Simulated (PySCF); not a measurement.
Compound: C4HF3N2Se.
InChI=1S/C4HF3N2Se/c5-3(4(6)7)2-1-8-10-9-2/h1H

Computed with PySCF at PBE0/def2-SVPD, non-relativistic, on one gas-phase PBE0-D3(BJ)/def2-SVP geometry that isn't relaxed in the solvent. The solvent is an IEF-PCM continuum (Bondi radii, 1.10 Å for H, scaled by 1.2), and excitations are vertical TDDFT with non-equilibrium linear response and a frozen core. Specific hydrogen bonds and non-electrostatic terms are outside this model. Spin–orbit coupling is left out although an atom past zinc is present.

Gas-phase singlets (H = HOMO, L = LUMO):

```csv
state,E (eV),λ (nm),f,leading configuration
S1,4.201,295,0.208,H→L 96%
S2,4.715,263,0.000,H-2→L 73%
S3,4.793,259,0.000,H→L+1 70%
S4,5.332,233,0.023,H-1→L 91%
S5,5.351,232,0.001,H-3→L 94%
```

**Question.** How does the list change in chloroform (ε = 4.711)?

**Answer.** 
```
state  E (eV)  λ (nm)      f  leading configuration  change by rank (eV)
   S1   4.094     303  0.278                H→L 97%               -0.107
   S2   4.776     260  0.000              H→L+1 64%               +0.061
   S3   4.842     256  0.000              H-2→L 67%               +0.049
   S4   5.287     235  0.028              H-1→L 94%               -0.045
   S5   5.366     231  0.000              H-3→L 96%               +0.015
```

**Question.** What are the lowest 5 singlets in methanol (ε = 32.61)?

**Answer.** 
| state | E (eV) | λ (nm) | f | leading configuration | change by rank (eV) |
| --- | --- | --- | --- | --- | --- |
| S1 | 4.104 | 302 | 0.264 | H→L 97% | -0.097 |
| S2 | 4.795 | 259 | 0.000 | H→L+1 77% | +0.080 |
| S3 | 4.878 | 254 | 0.000 | H-2→L 80% | +0.085 |
| S4 | 5.289 | 234 | 0.027 | H-1→L 94% | -0.043 |
| S5 | 5.378 | 231 | 0.000 | H-3→L 96% | +0.027 |

**Question.** The ground-state energy changes by -0.172 eV from gas to methanol. By how much does the total energy of gas-phase S1 change?

**Answer.** E(S1) = E(S0) + excitation energy, so it changes by -0.172 − 0.097 = -0.269 eV: it is lowered more than the ground state, which is what a red shift means. This is the vertical state, with the slow part of the continuum still set for S0.

**Question.** How do the frontier levels move from gas to methanol?

**Answer.** 
```
orbital  gas (eV)  solvent (eV)  change (eV)
 LUMO+2     -0.56         -0.43        +0.13
 LUMO+1     -1.03         -0.85        +0.18
   LUMO     -2.33         -2.24        +0.09
   HOMO     -7.14         -7.01        +0.13
 HOMO-1     -8.49         -8.38        +0.11
 HOMO-2     -8.80         -8.84        -0.04
 HOMO-3     -9.34         -9.27        +0.07
```

The HOMO–LUMO gap goes from 4.81 to 4.78 eV.

On an Intel Xeon Platinum 8488C with one thread, shared host with 192 logical CPUs at a one-minute load of 55, this took 49 s and 1.1 GiB of memory at its peak. This is the whole response run at PBE0/def2-SVPD in methanol, SCF included.

The values belong to the conformer `[F:1][C:2]([F:3])=[C:4]([F:5])[c:6]1[cH:7][n:8][se:9][n:10]1`: C2–C4–C6–C7 179°.
